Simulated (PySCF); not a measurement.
Pb(H)(NH2) (H3NPb), SMILES [NH2][PbH] (connectivity only; charge and spin as stated), neutral, multiplicity 1.

Geometry: B3LYP-D3(BJ)/def2-TZVP. The def2 effective core potentials stand for the cores of Pb; spin–orbit coupling is left out.

Method: ωB97X/def2-TZVPD (PySCF).

Symmetry labels are those of the subgroup Cs that the program uses (full group Cs).

Computed valence orbital energies around the gap with their symmetry:
```
orbital  symmetry  energy (eV)
-------  --------  -----------
HOMO−7         A"       -25.64
HOMO−6         A'       -25.43
HOMO−5         A'       -24.68
HOMO−4         A'       -16.68
HOMO−3         A'       -15.49
HOMO−2         A'       -11.21
HOMO−1         A"        -9.40
HOMO           A'        -8.89
LUMO           A"        -0.26
LUMO+1         A'         1.38
LUMO+2         A'         1.68
LUMO+3         A'         2.60
```
